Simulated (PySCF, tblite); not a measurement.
Isomers of C5H3F2O (doublet state). Method: GFN2-xTB as coded in tblite; computed harmonic values from a numerical Hessian at the method's own geometry, unscaled. This tight-binding method is rough: wavenumbers can miss measured ones by several per cent, in bad cases by 10 to 20. One conformer each. Open shells enter through the occupations alone, without spin polarisation, and single modes of such species can be off by tens of per cent.

Electronic energies: B3LYP/pcH-1 single points on the GFN2-xTB geometries (PySCF, gas phase).

| SMILES | electronic energy, lowest = 0 (kcal/mol) |
| --- | --- |
| F[C](F)c1ccco1 | 0.0 |
| CO/C(F)=C1[C]=C\1F | 89.1 |
| [CH2]C(=O)C#CC(F)F | 31.9 |
| [CH2]O/C(F)=C1C=C\1F | 91.8 |

**Question.** How do GFN2-xTB zero-point energies change the relative energies?

**Answer.** 
| SMILES | ZPE (kcal/mol) | of it from modes above 1550 cm⁻¹ | electronic (kcal/mol) | with ZPE, lowest = 0 (kcal/mol) | lowest mode (cm⁻¹) | rings |
| --- | --- | --- | --- | --- | --- | --- |
| F[C](F)c1ccco1 | 42.1 | 16.0 | 0.0 | 0.0 | 129 | 1 |
| [CH2]C(=O)C#CC(F)F | 39.3 | 16.4 | 31.9 | 29.1 | 18 | 0 |
| CO/C(F)=C1[C]=C\1F | 40.1 | 15.5 | 89.1 | 87.0 | 4i | 1 |
| [CH2]O/C(F)=C1C=C\1F | 38.3 | 19.0 | 91.8 | 88.0 | 78 | 1 |

The zero-point energies span 3.8 kcal/mol, from `[CH2]O/C(F)=C1C=C\1F` to `F[C](F)c1ccco1`. Slightly imaginary modes are left out of the zero-point energy: `CO/C(F)=C1[C]=C\1F` 3.6i cm⁻¹. The order is unchanged.

**Question.** And how do the electronic energies of GFN2-xTB itself compare?

**Answer.** `F[C](F)c1ccco1` 0.0; `[CH2]C(=O)C#CC(F)F` 60.3; `CO/C(F)=C1[C]=C\1F` 94.9; `[CH2]O/C(F)=C1C=C\1F` 91.7 kcal/mol, lowest = 0. Against the energies above, taken from the same isomer `F[C](F)c1ccco1`, the largest difference is 28.4 kcal/mol.
